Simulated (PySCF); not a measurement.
alpha-methylstyrene (C$_{9}$H$_{10}$), singlet, at a GFN2-xTB geometry; PySCF with DF-BLYP/3-21G.

Here is a job for PySCF.
```python
from pyscf import gto, scf, dft

mol = gto.M(
    atom='''
C    -2.04529192   -0.76514710    1.50535577
C    -1.62293449   -0.27980810    0.34276531
C    -2.58312630    0.06711092   -0.75821084
C    -0.19272972   -0.04530204    0.07894888
C     0.23293136    1.05096743   -0.66870218
C     1.57784279    1.26611181   -0.90654907
C     2.52441816    0.38456886   -0.41339338
C     2.11474204   -0.71496926    0.32202440
C     0.77112148   -0.92696109    0.56608528
H    -3.09038935   -0.94166633    1.69710561
H    -1.37041645   -0.98194572    2.31531722
H    -2.71603346    1.14692363   -0.82175712
H    -2.20730797   -0.28319761   -1.71798005
H    -3.55546845   -0.38154103   -0.57135313
H    -0.49040908    1.75400632   -1.05365762
H     1.88894961    2.12646259   -1.48171981
H     3.57443213    0.55118929   -0.60401463
H     2.84630444   -1.41267207    0.70369910
H     0.45849803   -1.79698738    1.12441544
''',
    basis='3-21g',
    verbose=4,
)

mf = dft.RKS(mol)
mf.xc = 'blyp'
mf.diis_space = 20
mf = mf.density_fit(auxbasis='def2-universal-jkfit')
mf.kernel()
```

The log (banner, timings and long lists left out):

```
PySCF version 2.14.0

[INPUT] verbose = 4
[INPUT] num. atoms = 19
[INPUT] num. electrons = 64
[INPUT] charge = 0
[INPUT] spin (= nelec alpha-beta = 2S) = 0
[INPUT] symmetry False subgroup None
[INPUT] Mole.unit = angstrom
[INPUT] Symbol           X                Y                Z      unit          X                Y                Z       unit  Magmom
[INPUT]  1 C     -2.045291920000  -0.765147100000   1.505355770000 AA   -3.865041573586  -1.445918464005   2.844710125334 Bohr   0.0
[INPUT]  2 C     -1.622934490000  -0.279808100000   0.342765310000 AA   -3.066901704211  -0.528760676435   0.647732560902 Bohr   0.0
[INPUT]  3 C     -2.583126300000   0.067110920000  -0.758210840000 AA   -4.881401252161   0.126821258768  -1.432810832276 Bohr   0.0
[INPUT]  4 C     -0.192729720000  -0.045302040000   0.078948880000 AA   -0.364206386864  -0.085608448484   0.149191761041 Bohr   0.0
[INPUT]  5 C      0.232931360000   1.050967430000  -0.668702180000 AA    0.440176476222   1.986040608538  -1.263663979100 Bohr   0.0
[INPUT]  6 C      1.577842790000   1.266111810000  -0.906549070000 AA    2.981690740720   2.392604563977  -1.713129460779 Bohr   0.0
[INPUT]  7 C      2.524418160000   0.384568860000  -0.413393380000 AA    4.770458946278   0.726729821436  -0.781200269908 Bohr   0.0
[INPUT]  8 C      2.114742040000  -0.714969260000   0.322024400000 AA    3.996283279704  -1.351096088883   0.608537921427 Bohr   0.0
[INPUT]  9 C      0.771121480000  -0.926961090000   0.566085280000 AA    1.457208405969  -1.751702588228   1.069746142348 Bohr   0.0
[INPUT] 10 H     -3.090389350000  -0.941666330000   1.697105610000 AA   -5.839989489773  -1.779491464424   3.207064807363 Bohr   0.0
[INPUT] 11 H     -1.370416450000  -0.981945720000   2.315317220000 AA   -2.589711767099  -1.855608479989   4.375315437289 Bohr   0.0
[INPUT] 12 H     -2.716033460000   1.146923630000  -0.821757120000 AA   -5.132559384555   2.167371546492  -1.552895897711 Bohr   0.0
[INPUT] 13 H     -2.207307970000  -0.283197610000  -1.717980050000 AA   -4.171207535870  -0.535165922031  -3.246511781967 Bohr   0.0
[INPUT] 14 H     -3.555468450000  -0.381541030000  -0.571353130000 AA   -6.718861615032  -0.721008051984  -1.079700936113 Bohr   0.0
[INPUT] 15 H     -0.490409080000   1.754006320000  -1.053657620000 AA   -0.926738850200   3.314591565556  -1.991124330861 Bohr   0.0
[INPUT] 16 H      1.888949610000   2.126462590000  -1.481719810000 AA    3.569597426004   4.018431909233  -2.800044634243 Bohr   0.0
[INPUT] 17 H      3.574432130000   0.551189290000  -0.604014630000 AA    6.754697776546   1.041596800893  -1.141422225930 Bohr   0.0
[INPUT] 18 H      2.846304440000  -1.412672070000   0.703699100000 AA    5.378735858734  -2.669563316122   1.329798573103 Bohr   0.0
[INPUT] 19 H      0.458498030000  -1.796987380000   1.124415440000 AA    0.866435705353  -3.395813997500   2.124837231832 Bohr   0.0

nuclear repulsion = 402.704629503267
number of shells = 65
number of NR pGTOs = 165
number of NR cGTOs = 101
basis = 3-21g
ecp = {}

******** <class 'pyscf.df.df_jk.DFRKS'> ********
method = DFRKS
initial guess = minao
damping factor = 0
level_shift factor = 0
DIIS = <class 'pyscf.scf.diis.CDIIS'>
diis_start_cycle = 1
diis_space = 20
diis_damp = 0
SCF conv_tol = 1e-09
SCF conv_tol_grad = None
SCF max_cycles = 50
direct_scf = False
XC library pyscf.dft.libxc version 7.1.2
    S. Lehtola, C. Steigemann, M. J. T. Oliveira, and M. A. L. Marques,  SoftwareX 7, 1–5 (2018)
XC functionals = blyp
    A. D. Becke,  Phys. Rev. A 38, 3098 (1988)
    C. Lee, W. Yang, and R. G. Parr,  Phys. Rev. B 37, 785 (1988)
    B. Miehlich, A. Savin, H. Stoll, and H. Preuss,  Chem. Phys. Lett. 157, 200 (1989)
radial grids:
    Treutler-Ahlrichs [JCP 102, 346 (1995); DOI:10.1063/1.469408] (M4) radial grids

becke partition: Becke, JCP 88, 2547 (1988); DOI:10.1063/1.454033
pruning grids: <function nwchem_prune>
grids dens level: 3
symmetrized grids: False
atomic radii adjust function: <function treutler_atomic_radii_adjust>
small_rho_cutoff = 0
Set gradient conv threshold to 3.16228e-05
Initial guess from minao.
tot grids = 225144
init E= -347.731514589674
  HOMO = -0.280444998209124  LUMO = -0.120737636128421  gap/eV = 4.34586
cycle= 1 E= -346.782750767107  delta_E= 0.949  |g|= 0.539  |ddm|= 4.79
  HOMO = -0.122282740053473  LUMO = 0.0305560559853797  gap/eV = 4.15896
cycle= 2 E= -346.745406796793  delta_E= 0.0373  |g|= 0.65  |ddm|=  1.5
  HOMO = -0.190057818940789  LUMO = -0.0321383210975061  gap/eV = 4.29721
cycle= 3 E= -346.8618119105  delta_E= -0.116  |g|= 0.0838  |ddm|= 0.873
  HOMO = -0.190695436844066  LUMO = -0.0342249622067707  gap/eV = 4.25778
cycle= 4 E= -346.862836902643  delta_E= -0.00102  |g|= 0.0568  |ddm|= 0.143
  HOMO = -0.189818967995193  LUMO = -0.0330357262913532  gap/eV = 4.26629
cycle= 5 E= -346.863752360034  delta_E= -0.000915  |g|= 0.0104  |ddm|= 0.0754
  HOMO = -0.189646172972916  LUMO = -0.0328104079392788  gap/eV = 4.26772
cycle= 6 E= -346.863778810741  delta_E= -2.65e-05  |g|= 0.00359  |ddm|= 0.0155
  HOMO = -0.189590126101779  LUMO = -0.0327834821575559  gap/eV = 4.26693
cycle= 7 E= -346.86378164009  delta_E= -2.83e-06  |g|= 0.00188  |ddm|= 0.00627
  HOMO = -0.189683265766929  LUMO = -0.0328640547503403  gap/eV = 4.26727
cycle= 8 E= -346.863782704058  delta_E= -1.06e-06  |g|= 0.000124  |ddm|= 0.00265
  HOMO = -0.189684526191269  LUMO = -0.032865996676378  gap/eV = 4.26725
cycle= 9 E= -346.863782706733  delta_E= -2.67e-09  |g|= 9.08e-05  |ddm|= 0.000265
  HOMO = -0.189684570382902  LUMO = -0.0328662839127256  gap/eV = 4.26724
cycle= 10 E= -346.863782709018  delta_E= -2.29e-09  |g|= 1.97e-05  |ddm|= 0.000122
  HOMO = -0.189684300662541  LUMO = -0.0328661476023964  gap/eV = 4.26724
cycle= 11 E= -346.863782709114  delta_E= -9.58e-11  |g|= 8.18e-06  |ddm|= 3.19e-05
  HOMO = -0.189685527457855  LUMO = -0.0328670645893934  gap/eV = 4.26725
Extra cycle  E= -346.863782709029  delta_E= 8.52e-11  |g|= 1.84e-05  |ddm|= 3.43e-05
converged SCF energy = -346.863782709029
```
